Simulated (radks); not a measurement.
Results of a calculation; reference values are marked as such.
Task: These are the eigenvalues of the occupied orbitals of an atom or ion with whole-number occupations (eV). Code: a radial shooting solver on a logarithmic mesh with Libxc functionals. Model: non-relativistic Kohn-Sham, LDA (Slater exchange, Perdew-Wang correlation), spin-polarised, spherical densities, point nucleus.

| orbital | eigenvalue |
|---|---|
| 1s up | -1523.437 |
| 1s down | -1523.327 |
| 2s up | -129.1353 |
| 2s down | -128.9878 |
| 2p up | -91.8393 |
| 2p down | -91.6492 |
| 3p up | -18.5830 |

Which element is it, and in what charge state? The configuration may be excited. Open shells, if any, are filled with parallel spins first.

Result: Z = 13, aluminium, charge +2: Al2+ in [Ne] 3p1. The list shows which subshells hold electrons but not how many an open one holds; the 1s level, -55.985 hartree, gives Z - s = 10.6 by -(Z - s)^2/2, which with screening narrows Z to a few neighbours, and the depths of the outer levels then fix element, charge and occupations together.
